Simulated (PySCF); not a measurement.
C3H10OSi2, SMILES CC(=O)[SiH2]C[SiH3]. Geometry: PBE-D3(BJ)/def2-SVP. This is a generated structure with no PubChem entry under its InChIKey; it may be hypothetical. Other conformers were not sampled.

Question: Give the equilibrium geometry at PBE-D3(BJ)/def2-SVP (PySCF confirms it by a frequency run) as bond lengths and angles. (Estimate from the structure and the level; the computed values follow.)

Answer: One answer among several that fit: 
Atoms: C1 C2 O3 Si4 C5 Si6 H7 H8 H9 H10 H11 H12 H13 H14 H15 H16. Bond lengths (Å): C1–C2 1.513, C1–H7 1.107, C1–H8 1.111, C1–H9 1.111, C2–O3 1.225, C2–Si4 1.962, Si4–C5 1.883, Si4–H10 1.509, Si4–H11 1.507, C5–Si6 1.890, C5–H12 1.111, C5–H13 1.113, Si6–H14 1.505, Si6–H15 1.506, Si6–H16 1.506. Bond angles (°): C2–C1–H7 110.6, C2–C1–H8 110.1, C2–C1–H9 109.5, H7–C1–H8 110.3, H7–C1–H9 110.0, H8–C1–H9 106.2, C1–C2–O3 122.4, C1–C2–Si4 120.3, O3–C2–Si4 117.3, C2–Si4–C5 106.2, C2–Si4–H10 106.2, C2–Si4–H11 111.9, C5–Si4–H10 111.9, C5–Si4–H11 112.9, H10–Si4–H11 107.6, Si4–C5–Si6 116.3, Si4–C5–H12 108.8, Si4–C5–H13 105.0, Si6–C5–H12 109.6, Si6–C5–H13 110.0, H12–C5–H13 106.7, C5–Si6–H14 110.0, C5–Si6–H15 110.5, C5–Si6–H16 111.2, H14–Si6–H15 108.2, H14–Si6–H16 108.6, H15–Si6–H16 108.2.
